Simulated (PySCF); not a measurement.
# Telling isomers of C5H6F3N apart by NMR

One conformer, relativity neglected, equivalent nuclei averaged, isolated molecule. GFN2-xTB geometry; shielding tensors at PBE0/pcSseg-1 (GIAO); spin–spin couplings from B3LYP/pcJ-1 (spin–dipole term left out of most H,H and C,H couplings); PySCF 2.14.0 with density-fitted response routines.

Scale: 1H and 13C against TMS (reference shieldings calculated alike). Multiplet labels drop J under 1 Hz and among equivalent protons, and merge close values. Unscaled 3J(H,H) run several per cent high. Splittings of carbon signals by F and P are missing where no couplings were computed. Where no couplings were computed, multiplicities follow the n + 1 count of equivalent neighbours, and m marks all less simple cases (inequivalent or close neighbours, rings, F or P nearby). Vicinal couplings that depend on rotamer populations or ring flexing (ring, CH–CH, X–H and H–F types) are those of the one conformer. One-bond C–F couplings are unscaled and too large by tens of Hz. Shifts are as computed. Against solution values, carbons near 30 ppm lie about +3 ppm off and those near 130 ppm about +5 ppm. Of 1211 compounds with measured shifts, 218 miss one by over three times the rms of a fit or turn the order of signals round; such compounds aren't used in these exercises. OH and NH positions are gas-phase values without hydrogen bonding to other molecules.

(1) Tabulate the signals of `[H]/N=C1\CC[C@H]1C(F)(F)F`, `C#C[C@](C)(N)C(F)(F)F` and their relative energies.

(2) What is the quickest way to tell [H]/N=C1\CC[C@H]1C(F)(F)F from C#C[C@](C)(N)C(F)(F)F?

## Answers

(1) 
```tsv
SMILES	carbon types	δC	δH	E rel. (kcal/mol)
[H]/N=C1\CC[C@H]1C(F)(F)F	2×C 1×CH 2×CH2	177.3, 135.2, 56.6, 39.1, 14.6	11.20 (br s, 1H), 3.59 (m, 1H), 2.97 (m, 1H), 2.71 (m, 1H), 2.15 (m, 1H), 2.14 (m, 1H)	0.0
C#C[C@](C)(N)C(F)(F)F	3×C 1×CH 1×CH3	135.4, 89.1, 81.1, 54.2, 25.8	2.01 (s, 1H), 1.60 (s, 3H), 1.44 (br s, 2H)	24.6
```

Energies are electronic energies at PBE0/pcSseg-1 on these geometries, without zero-point or thermal terms, each for the one conformer computed, which needn't be the lowest.

(2) Both give the same number of carbon signals, but DEPT or the intensities differ. The first has an sp3 CH2 in a ring at 39.1 ppm, the second a propargylic fully substituted sp3 carbon bonded to N (C) at 54.2 ppm. Their most deshielded carbons lie at 177.3 and 135.4 ppm. In the proton spectra the most deshielded non-exchanging signals are 3.59 (m, 1H) and 2.01 (s, 1H).
